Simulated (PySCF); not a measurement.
Si(F)(Me), CH3FSi, SMILES [Si](F)C, PBE0/def2-SVP optimised geometry.

```
6

Si    -1.05    -0.31     0.00
F     -1.27     1.32     0.00
C      0.84    -0.31     0.00
H      1.27    -1.32     0.03
H      1.22     0.27     0.86
H      1.21     0.21    -0.91
```

Density from PBE0/def2-TZVP (PySCF) at that geometry.

Minimum of the electron density along straight lines between bonded atoms, close to the bond critical point (lines longer than 1.1 times the sum of covalent radii, or with two minima, are not listed):

```tsv
bond	length / Å	ρ at the minimum / e bohr⁻³	∇²ρ there / e bohr⁻⁵	position (fraction from the first atom)
Si1–F2	1.644	0.124	0.83	0.42
Si1–C3	1.895	0.120	[?]	0.39
C3–H4	1.101	0.266	-0.87	0.64
C3–H5	1.105	0.261	-0.84	0.64
C3–H6	1.106	0.260	-0.83	0.64
```

Complete the blanks.


- Si1–C3, ∇²ρ there / e bohr⁻⁵: 0.15
